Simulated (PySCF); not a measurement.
A GIAO shielding run with PySCF (density fitting, non-relativistic, gas phase) on SMILES C=CC(C)(C)O[SiH2]SC, C₆H₁₄OSSi:

```
$ OMP_NUM_THREADS=1 python probes_run.py task.json out

{"job": {"kind": "nmr", "xc": "PBE0", "basis": "pcSseg-1"}, "charge": 0, "multiplicity": 1}
C     -2.994847    -1.515132     0.766007
C     -1.736238    -1.239161     0.486377
C     -1.149568     0.120520     0.193286
C     -2.045115     1.280757     0.626785
C     -0.854233     0.207831    -1.305300
O      0.038983     0.206314     0.958976
Si     1.573490     0.560471     0.695324
S      2.484614    -0.818714    -0.681384
C      4.223502    -0.338911    -0.465490
H     -3.760768    -0.760625     0.816483
H     -3.313490    -2.526430     0.953426
H     -0.995529    -2.026726     0.448064
H     -2.297851     1.180781     1.678799
H     -2.954558     1.303915     0.034628
H     -1.507284     2.215327     0.486709
H     -0.163725    -0.580453    -1.595290
H     -1.775344     0.097110    -1.871215
H     -0.404480     1.170196    -1.537916
H      2.134393     0.358899     2.019377
H      1.813271     1.894612     0.141769
H      4.346927     0.709235    -0.719017
H      4.809949    -0.956488    -1.137058
H      4.523149    -0.516343     0.562614
```

Hardware: 1 thread of an Arm Neoverse N1, shared host. The job also computes population analyses, field gradients.

Question: How large is the calculation?

Answer: 88 electrons, 237 basis functions and 1273 auxiliary functions.

Question: How long does it take, and how much memory does it need?

Answer: 120 s of wall time, with 14 SCF cycles and 5 response iterations; peak memory 1 GiB. Times on a shared host scatter by some tens of per cent.
